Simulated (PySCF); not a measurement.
# How methods differ on the excitation energy of Tm²⁺

Tm²⁺ [Xe] 4f13 (2F) → Tm²⁺ [Xe] 4f12 5d1 (high-spin determinant), as a difference of total energies. Computed with PySCF 2.14 in x2c-TZVPPall, with the spin-free X2C one-electron Hamiltonian (Gaussian nucleus). Correlated levels: valence: [Kr] 4d10 frozen; valence and next inner shell: [Ar] 3d10 frozen. The calculations carry no spin-orbit coupling.

| method | excitation energy (eV) |
| --- | --- |
| UHF | 0.123 |
| LDA | 5.229 |
| PBE | 4.677 |
| PBE0 | 3.680 |
| MP2 (valence) | 4.939 |
| SCS-MP2 (valence) | 4.355 |
| MP2 (valence and next inner shell) | 5.475 |
| SCS-MP2 (valence and next inner shell) | 4.734 |

Question: How much does correlation contribute at MP2 (valence and next inner shell)?

Answer: 5.475 − (0.123) = 5.352 eV, measured against UHF.

A first-order spin-orbit estimate (lowest level to lowest level, LS coupling) adds -0.214 eV.

The determinant of the upper state mixes LS terms, which raises its energy above the lowest term, most at the Hartree-Fock and MP2 levels.
